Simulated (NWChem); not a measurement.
# CH6GeSi, singlet; SMILES [CH3][Ge][SiH3]

All runs: NWChem. Low-valent species are run as closed-shell singlets; no triplet was tried in these runs. Structure relaxed at the PBE-D3(BJ)/def2-SVP level. Level B3LYP/def2-SVP: energy and gradient on several grids; changes count from the extra-fine grid, which is no exact limit either.

Q: Which is the coarsest grid (coarse; medium; fine; xcoarse; xfine) from which on the energy stays within 50 μHa and each gradient component within 100 μHa/bohr of xfine?

A: medium.
```tsv
grid	size of the energy change (μHa)	largest change of a gradient component (μHa/bohr)
xcoarse	20	2000
coarse	20	300
medium	< 10	40
fine	< 10	< 30
xfine	< 10	< 30
```
